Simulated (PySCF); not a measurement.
# [Hf(OH)4] (charge 0, multiplicity 1)

Calculation: PBE-D3(BJ)/def2-TZVP // BP86-D3(BJ)/def2-SVP run with PySCF.

```
Property                                                                Value
-------------------------------------  --------------------------------------
HOMO                                                                 -6.71 eV
dipole moment                                                          0.05 D
HOMO–LUMO gap                                                         6.09 eV
LUMO                                                                 -0.62 eV
charge on the central atom (Mulliken)                                  1.43 e
total energy                                                     -351.4371 Ha
cost                                   about 70 core-seconds (a rough figure)
```

```xyz
9

Hf     0.3936     0.2525    -0.0433
O     -0.9389     0.2191    -1.4559
H     -1.6041     0.1915    -2.1529
O      0.0074    -1.1486     1.2445
H     -0.1941    -1.8292     1.8966
O      2.1554    -0.0323    -0.8104
H      3.0379    -0.1891    -1.1650
O      0.3483     1.9730     0.8555
H      0.3203     2.8351     1.2857
```
Charge 0, spin multiplicity 1.
